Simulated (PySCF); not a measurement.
CH2NO, SMILES [NH]C=O, multiplicity 2.

Coordinates come from a PBE0-D3(BJ)/def2-TZVP optimisation. The geometry has at least one imaginary mode, so it is a saddle point at that level. The isomer is the one that the SMILES or the coordinates give; other isomers of the formula were not compared. The values are those of a single conformer.

Two levels are set side by side: PBE/def2-TZVPD (PySCF) and ωB97X/def2-TZVPD (PySCF). Same geometry, gas phase. Differences are taken from unrounded values.

| quantity | ωB97X | PBE | PBE minus ωB97X |
|---|---|---|---|
| α-spin orbital gap (eV) | 12.83 | 5.75 | -7.08 |
| β-spin orbital gap (eV) | 7.97 | 0.70 | -7.27 |
| dipole moment (D) | 0.72 | 0.78 | 0.06 |
| mean polarisability (bohr³) | 32.9 | 30.8 | -2.1 |

Rough cost on one machine, each run with all the roots and properties that it gave: ωB97X against PBE within a factor of 2.
